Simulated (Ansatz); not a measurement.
**Calibrating r2SCAN-D4/def2-TZVPP on molecular compounds of Si**

The atomisation enthalpy at 298 K in kJ/mol of 6 molecular compounds of Si: x at r2SCAN-D4/def2-TZVPP, y from tabulated heats of molecules and atoms (CRC Handbook of Chemistry and Physics, NIST-JANAF tables). Shapes, held fixed at every level: PBE0-D4/def2-TZVP. Computed values hold a harmonic thermal term (PBE0-D4/def2-TZVP) and the atoms' spin-orbit lowering. Programs: Ansatz 0.2.0.

| molecule | x (kJ/mol) | y (kJ/mol) |
| --- | --- | --- |
| SiI4 (SMILES I[Si](I)(I)I) | 1001 | 987 |
| SiBr4 (tetrabromosilane) | 1338 | 1313 |
| SiH2Cl2 (dichlorosilane (DCS)) | 1451 | 1449 |
| SiCl4 (silicon tetrachloride) | 1618 | 1598 |
| SiF4 (silicon tetrafluoride) | 2357 | ? |
| Si(SiF3)F3 (hexafluorodisilane) | 3709 | 3760 |

**Question.** Fit y = c + s·x to the known rows and predict y for SiF4.

**Answer.** 
1. Means of the 5 rows: x = 1823.40, y = 1821.4.
2. Σ(Δx)² = 4648313, Σ(Δx·Δy) = 4772980, so the slope is 4772980/4648313 = 1.0268.
3. Intercept: 1821.4 − (1.0268) × 1823.40 = -50.9. The largest residual of the fit is 12.
4. SiF4: -50.9 + 1.0268 × 2357 = 2369 kJ/mol.

The tabulated heats give 2382 kJ/mol, so the prediction is off by -13 kJ/mol, about the largest residual. Uncorrected, r2SCAN-D4/def2-TZVPP misses SiF4 by -25 kJ/mol, and the other rows by 22 on average. The line removes about 45 % of this miss. Si(SiF3)F3 lies far out in x and weighs most in the slope. Left out in turn, the other rows are missed by 25 kJ/mol on average, worse than no correction. The heats of SiI4 (SMILES I[Si](I)(I)I), SiBr4 (tetrabromosilane), SiH2Cl2 (dichlorosilane (DCS)), Si(SiF3)F3 (hexafluorodisilane) come from older tables and can be uncertain by 10 kJ/mol or more. The molecules' own spin-orbit lowering is left out, so errors for iodides read a little too negative. For atoms past krypton def2 sets carry core potentials with scalar relativity. Relativity is left out for Br.
